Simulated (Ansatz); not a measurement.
`N/C(Cl)=N/[SiH3]`, relaxed with RKS PBE0-D4/def2-TZVP in Ansatz 0.2.0 from a PBE-D4/def2-SVP geometry. The force threshold is 0.005 eV/Å; the program also tests the step.

Charge 0, multiplicity 1.

Start:

```xyz
10

N     1.714    1.322   -0.216
C     0.667    0.543    0.154
Cl    0.479    0.624    1.984
N    -0.072   -0.142   -0.602
Si   -1.429   -1.173   -0.215
H     1.925    1.406   -1.210
H     2.223    1.870    0.472
H    -2.533   -0.401    0.459
H    -1.016   -2.315    0.677
H    -1.957   -1.734   -1.503
```

Problem. How much energy does the relaxation release, and in how many steps? (Best estimate.)

Solution. Computed: 5.95 kJ/mol, in 8 steps.

Problem. Which bonds change most? (Best estimate.)

Solution. The calculation gave: C2–Cl3 from 1.841 to 1.797 Å; N4–Si5 from 1.748 to 1.723 Å; Si5–H9 from 1.507 to 1.488 Å; Si5–H8 from 1.507 to 1.488 Å.

Problem. Give the relaxed structure. (Estimate.)

Solution. Computed: 
```xyz
10

N     1.693    1.305   -0.211
C     0.656    0.537    0.166
Cl    0.471    0.610    1.952
N    -0.074   -0.137   -0.584
Si   -1.412   -1.157   -0.213
H     1.889    1.380   -1.194
H     2.205    1.851    0.454
H    -2.504   -0.396    0.452
H    -1.002   -2.283    0.669
H    -1.922   -1.709   -1.491
```
